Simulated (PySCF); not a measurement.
PySCF input file for AuCl, SMILES [Cl][Au], multiplicity 1, C-PCM-ωB97X/def2-TZVPD. The structure is a stationary point at B3LYP-D3(BJ)/def2-TZVPD. The multiplicity is an assumed one; other spin states were not compared. The def2 effective core potentials stand for the cores of Au; spin–orbit coupling is left out.

```python
import numpy as np
from pyscf import gto, scf, dft
from pyscf.solvent import pcm

mol = gto.M(
    atom='''
    Au    0.00000000    0.00000000   -0.39909041
    Cl    0.00000000    0.00000000    1.85459660
    ''',
    basis='def2-TZVPD',
    ecp={'Au': 'def2-tzvp'},
    charge=0,
    spin=0,
    max_memory=1600,
    verbose=3,
)
mf = dft.RKS(mol, xc='wb97x').density_fit(auxbasis='def2-universal-jkfit')
mf.grids.level = 3
mf.conv_tol = 1e-9
mf.max_cycle = 100
mf.kernel()
res = {}
for name, eps in {'water': 78.355, '1-octanol': 9.8629, 'dichloromethane': 8.93}.items():
    s = mf.PCM()
    s.with_solvent.method, s.with_solvent.eps, s.with_solvent.lebedev_order = 'C-PCM', eps, 29
    s.kernel(mf.make_rdm1())
    res[name] = (s.e_tot, eps, s.dip_moment(), s.mo_energy, s.converged)
    print(f'{name}: electrostatic solvation free energy {(s.e_tot - mf.e_tot) * 627.509474:.3f} kcal/mol')
```

It prints:

```
converged SCF energy = -595.983866655248

WARN: PCM is an experimental feature. It is still in testing.
Features and APIs may be changed in the future.

converged SCF energy = -596.002265592783
Dipole moment(X, Y, Z, Debye):  0.00000, -0.00000, -6.50866
water: electrostatic solvation free energy -11.546 kcal/mol

WARN: PCM is an experimental feature. It is still in testing.
Features and APIs may be changed in the future.

converged SCF energy = -596.000104644022
Dipole moment(X, Y, Z, Debye):  0.00000,  0.00000, -6.27172
1-octanol: electrostatic solvation free energy -10.189 kcal/mol

WARN: PCM is an experimental feature. It is still in testing.
Features and APIs may be changed in the future.

converged SCF energy = -595.99985502604
Dipole moment(X, Y, Z, Debye):  0.00000, -0.00000, -6.24427
dichloromethane: electrostatic solvation free energy -10.033 kcal/mol
```

The calculation finished and met its thresholds.

Cost: around 27 core-seconds (rough).
